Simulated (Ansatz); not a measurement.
Species: IrH (charge 0, triplet). The spin state was set by rule; other spins were not relaxed. 
Geometry from a B3LYP-D3(BJ)/def2-TZVP (Ansatz, a program for electronic structure) optimisation:
SMILES: [IrH]
```xyz
2

Ir     0.0000     0.0000    -0.0200
H      0.0000     0.0000     1.5390
```
Charge 0, spin multiplicity 3.

Quantity: atomisation energy (electronic, to ground-state atoms), in kJ/mol. Valence correlation only, unless marked. UHF or UKS for open shells. No spin-orbit coupling. Frozen are the shells of the preceding noble gas and the d and f shells that filled before the atom's block. Past Kr the def2 sets carry scalar-relativistic core potentials. The coupled-cluster limit lacks core correlation, which all-electron functionals hold. Basis-set limits of correlation are two-point, X^-3; Hartree-Fock from the larger set.

```tsv
level	program	atomisation energy (kJ/mol)
revPBE-D4/def2-TZVPD	Ansatz + dftd4	327.6
revPBE/def2-TZVPD	Ansatz	323.8
PBE0-D4/def2-TZVP	Ansatz + dftd4	?
HSE06-D3(BJ)/def2-TZVPD	Ansatz + dftd3	316.3
CAM-B3LYP/def2-TZVPD	Ansatz	317.8
SCS-MP2/def2-TZVPPD	Ansatz	318.0
CCSD(T)/CBS(def2-TZVPPD,def2-QZVPPD)	Ansatz	?
```

Problem. Fill in the missing entries.

Solution. 
- PBE0-D4/def2-TZVP, atomisation energy (kJ/mol): 315.3
- CCSD(T)/CBS(def2-TZVPPD,def2-QZVPPD), atomisation energy (kJ/mol): 317.6
